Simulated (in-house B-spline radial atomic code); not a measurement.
A fraction x of an electron is removed from 3p in Ti⁵⁺, starting from [Ne] 3s2 3p5 and keeping the highest spin. Computed with a B-spline radial code for spherical atoms: non-relativistic PBE0, spin-polarised, spherical fractional occupations, point nucleus.

Caution: exact exchange at fractional occupations of open shells leaves self-interaction of up to several eV.

```
   x  E(x) - E(0) (eV)  3p down level (eV)
   0            0.0000            -110.300
0.02            2.2097            -110.668
0.13           14.4947            -112.697
0.27           30.4536            -115.289
0.47           53.8828            -119.007
 0.5           57.4614            -119.566
0.57           65.8768            -120.872
0.73           85.4557            -123.866
0.77           90.4253            -124.616
0.93          110.6041            -127.620
   1          119.5835            -128.937
```

The exact functional would give a straight line between the two integer points. Deviations E(x) - E(0) - x[E(1) - E(0)], in eV: -0.182 at x = 0.02, -1.051 at x = 0.13, -1.834 at x = 0.27, -2.321 at x = 0.47, -2.33 at x = 0.5, -2.286 at x = 0.57, -1.84 at x = 0.73, -1.654 at x = 0.77, -0.609 at x = 0.93.

The curve lies below the straight line by up to 2.33 eV (at x = 0.5): convex, the delocalisation error, to which spherically averaged exact exchange adds.

Problem. How well does Slater's transition state (minus the level at half occupation) give the ionisation energy?

Solution. It gives 119.566 eV against 119.584 eV from the two total energies; NIST lists 119.53 eV, ground level to ground level. The end point has an open shell averaged over its orbitals, so its exact exchange keeps a self-interaction and this is no true integer point.
